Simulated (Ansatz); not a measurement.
Computed with Ansatz on PBE0-D4/def2-TZVP structures; ΔE is electronic, products minus reactants. CCSD(T)/CBS is the MP2 limit (def2-TZVPP, def2-QZVPP) plus CCSD(T) − MP2 in def2-TZVPP, frozen cores. This one scheme is used for every species. Functionals use def2-TZVPP. Elements past krypton have def2 core potentials. For Sb outer-core shells are correlated without core-valence functions, which leaves a few kJ/mol of doubt a bond. One conformer a species, not always the lowest.

`[OH][AlH][CH]=S` + `[Cl][SbH2]` → `[OH][AlH][Cl]` + `S=[CH][SbH2]`  (redistribution)

CCSD(T)/CBS gives -0.87 eV.

Question: Another level gave -0.82 eV. Which?
A. r2SCANh-D4/def2-TZVPP
B. MP2/def2-TZVPP
C. ωB97X-V/def2-TZVPP
D. SCS-MP2/def2-TZVPP

Answer: C. ωB97X-V -0.82, r2SCANh-D4 -0.90, MP2/def2-TZVPP -1.01, SCS-MP2/def2-TZVPP -0.95 eV.

Largest T1 diagnostic among the species: 0.017.

In def2-TZVPP, CCSD(T) changes the Hartree–Fock value by −0.11 eV (the triples alone add −0.02 eV) and MP2 by −0.19 eV. Leaving LDA and LC-ωPBE aside and taking each functional with its dispersion term where it has one, the values, not all of them listed here, spread over 0.12 eV, from PBE-QIDH to BLYP-D4. LDA lies −0.06 eV from PBE without D4. At CCSD(T), def2-SVP lies −0.09 eV from the extrapolated value and def2-TZVPP −0.05 eV.
